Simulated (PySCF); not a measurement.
CH10N2Si2, SMILES NC[SiH2][SiH2]N.

Geometry optimised at B3LYP-D3(BJ)/def2-SVP. The structure was generated by enumeration, and PubChem lists no compound with its InChIKey, so it may never have been made. The values are those of a single conformer.

Two levels are set side by side: PBE/def2-TZVP (PySCF) and PBE0/def2-TZVP (PySCF). Same geometry, gas phase. Differences are taken from unrounded values.

```
quantity                      PBE0
---------------------------  -----
orbital gap (eV)              6.09
highest occupied level (eV)  -6.45
lowest empty level (eV)      -0.36
dipole moment (D)             1.69
mean polarisability (bohr³)   86.7
```

### Question
What does PBE give, and how far is it from PBE0? (An estimate is asked for; the answer gives what the named calculation found.)

### Answer

```json
[
 {"quantity": "orbital gap (eV)", "PBE": "3.96", "PBE minus PBE0": "-2.13"},
 {"quantity": "highest occupied level (eV)", "PBE": "-5.13", "PBE minus PBE0": "1.32"},
 {"quantity": "lowest empty level (eV)", "PBE": "-1.17", "PBE minus PBE0": "-0.81"},
 {"quantity": "dipole moment (D)", "PBE": "1.61", "PBE minus PBE0": "-0.08"},
 {"quantity": "mean polarisability (bohr³)", "PBE": "90.7", "PBE minus PBE0": "4.0"}
]
```

PBE's occupied levels lie high since its potential decays too fast outside the molecule; exact exchange lowers them and widens the gap. PBE's more diffuse valence density responds more strongly to a field. Differences between two approximate levels are no errors against the true value.

Rough cost on one machine, each run with all the roots and properties that it gave: PBE0 against PBE within a factor of 2.
